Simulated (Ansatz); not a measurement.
```yaml
atoms:
  - { symbol: V, position_ang: [0.0000, 0.0000, 3.2844] }
  - { symbol: F, position_ang: [0.0000, 0.0000, 0.0000] }
  - { symbol: Mn, position_ang: [0.0000, 0.0000, -3.0654] }
```

Basis set: pcseg-2 (spherical functions). Some runs use density fitting. Charge 0, multiplicity 4.

Computed with Ansatz (development build ahead of 0.2.0); each method stands on the lowest determinant of its kind that the runs found.

The atomization energy at this shape (free ground-state atoms in the same class of orbitals less the molecule, no zero-point energy) of quartet MnVF:

```csv
method,atomization energy
PBE0 (unrestricted),2.28 eV
```

**Question.** What does PBE (unrestricted) give?

**Answer.** 3.11 eV. Caution: a free atom is spin contaminated; other spin multiplicities were not run; the shape is not the minimum; the unrestricted determinant is a mixture of spin states.
